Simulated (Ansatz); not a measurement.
Abridged output of a molecular run in Ansatz:

```
Functional definition: HF
1276 factors; integrals over basis functions are off by at most 9.8e-4 eV
mean field evaluation 1: about -134594.9850 eV, gradient 4.6e1 eV
mean field evaluation 2: about -134595.1395 eV, gradient 4.7e1 eV
mean field evaluation 4: about -134598.5817 eV, gradient 2.5e0 eV
mean field evaluation 8: about -134598.6171 eV, gradient 2.8e-1 eV
mean field -134598.61726608 eV, -4946.4079503089 hartree, gradient 3.5e-6 eV, S^2 0.000000; 0 other end points of the search recorded, 0 dependent functions left out
21 core orbitals not correlated: weight in the atoms' cores, before any rotation towards them, 1.000 or more for the frozen orbitals, at most 0.000 for the correlated occupied ones
reference -134598.61726608 eV, -4946.4079503089 hartree; 26, 26 occupied and 142, 142 virtual orbitals, 1276 factors
second order -34.31997515 eV of doubles, -0.00000000 eV of singles
cycle   1  -33.32811846 eV  change    9.9e-1 eV  update   1.2e-1
cycle   2  -34.06924827 eV  change   -7.4e-1 eV  update   3.6e-2
cycle   3  -34.21656756 eV  change   -1.5e-1 eV  update   1.7e-2
cycle   4  -34.19354361 eV  change    2.3e-2 eV  update   3.7e-3
cycle   5  -34.18936968 eV  change    4.2e-3 eV  update   1.3e-3
cycle   6  -34.19055131 eV  change   -1.2e-3 eV  update   3.9e-4
cycle   7  -34.19044267 eV  change    1.1e-4 eV  update   1.2e-4
cycle   8  -34.19033101 eV  change    1.1e-4 eV  update   3.3e-5
cycle   9  -34.19033174 eV  change   -7.3e-7 eV  update   1.0e-5
perturbative correction -1.09522216 eV, -0.0402486719 hartree
Total energy: -134633.90281998 eV, -4947.7046704971 hartree
```

Its atoms:

```xyz
5

F     0.478   -1.603   -0.436
Ge    0.050   -0.027    0.042
F    -0.468   -0.116    1.660
F     1.470    0.908    0.019
Br   -1.530    0.837   -1.285
```

(1) Which basis set was used?
A. def2-TZVPP
B. def2-QZVPP
C. cc-pV(D+d)Z
D. def2-SVP

(2) Write the keys of the input that set method, charge and spin (a neutral closed shell needs none for the last two).

## Answers

(1) A. It gives 189 functions.

(2) 
```yaml
correlation: {method: ccsd_t}
```
